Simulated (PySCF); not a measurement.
Atom-mapped SMILES (the numbers label the heavy atoms): `[CH3:1][c:2]1[cH:3][n:4][n:5][cH:6][c:7]1[CH:8]1[CH2:9][CH2:10]1`; H(Xn) means a hydrogen on atom n. Ha(C9), Ha(C10) are cis to C7 on the ring; Hb(C9), Hb(C10) are trans to C7 on the ring.

Geometry: PBE0-D3(BJ)/def2-SVP; GIAO shifts from PySCF 2.14, gas phase, non-relativistic, averaged over equivalent atoms.

At PBE0/pcSseg-1 (220 basis functions, 42 s wall time on 1 thread of an Arm Neoverse V1, shared host):
| atoms | δ (ppm) |
| --- | --- |
| C3 | 156.0 |
| C6 | 151.7 |
| C7 | 141.8 |
| C2 | 139.2 |
| C1 | 17.8 |
| C8 | 13.0 |
| C9/C10 | 6.8 |
| N4 | 464.2 |
| N5 | 464.0 |
| H(C3) | 9.09 |
| H(C6) | 8.90 |
| H(C1) | 2.33 |
| H(C8) | 1.59 |
| Hb(C9)/Hb(C10) | 0.97 |
| Ha(C9)/Ha(C10) | 0.73 |

Referencing at the same level of theory: 13C (184.41 ppm) and 1H (31.27 ppm) against TMS; NH3 for 15N (265.67 ppm).

What do these become at mPW1PW91/pcSseg-1?

## Answers


```json
{"atoms": "C3", "δ at mPW1PW91/pcSseg-1": "156.1", "change": "+0.1"}
{"atoms": "C6", "δ at mPW1PW91/pcSseg-1": "151.8", "change": "+0.1"}
{"atoms": "C7", "δ at mPW1PW91/pcSseg-1": "141.8", "change": "+0.0"}
{"atoms": "C2", "δ at mPW1PW91/pcSseg-1": "139.3", "change": "+0.1"}
{"atoms": "C1", "δ at mPW1PW91/pcSseg-1": "17.8", "change": "+0.0"}
{"atoms": "C8", "δ at mPW1PW91/pcSseg-1": "12.9", "change": "-0.1"}
{"atoms": "C9/C10", "δ at mPW1PW91/pcSseg-1": "7.0", "change": "+0.2"}
{"atoms": "N4", "δ at mPW1PW91/pcSseg-1": "464.1", "change": "-0.1"}
{"atoms": "N5", "δ at mPW1PW91/pcSseg-1": "463.8", "change": "-0.2"}
{"atoms": "H(C3)", "δ at mPW1PW91/pcSseg-1": "9.07", "change": "-0.02"}
{"atoms": "H(C6)", "δ at mPW1PW91/pcSseg-1": "8.89", "change": "-0.01"}
{"atoms": "H(C1)", "δ at mPW1PW91/pcSseg-1": "2.33", "change": "+0.00"}
{"atoms": "H(C8)", "δ at mPW1PW91/pcSseg-1": "1.58", "change": "-0.01"}
{"atoms": "Hb(C9)/Hb(C10)", "δ at mPW1PW91/pcSseg-1": "0.97", "change": "+0.00"}
{"atoms": "Ha(C9)/Ha(C10)", "δ at mPW1PW91/pcSseg-1": "0.74", "change": "+0.01"}
```

Scale: 13C (σ = 183.54 ppm), 1H (σ = 31.32 ppm) vs TMS; 15N (σ = 264.17 ppm) vs NH3 (reference shieldings calculated alike).

The largest change is at C9/C10 (three-membered-ring carbon). Cost: 220 basis functions, 42 s wall time on 1 thread of an Arm Neoverse V1, shared host. The order of the carbon signals is the same at both levels.

Experimental scales use liquid or dissolved standards, which lie at an offset from isolated NH3 (liquid NH3: subtract about 20 ppm). Unscaled 15N shifts of sp2 nitrogen come out 20 to 40 ppm too high even then.
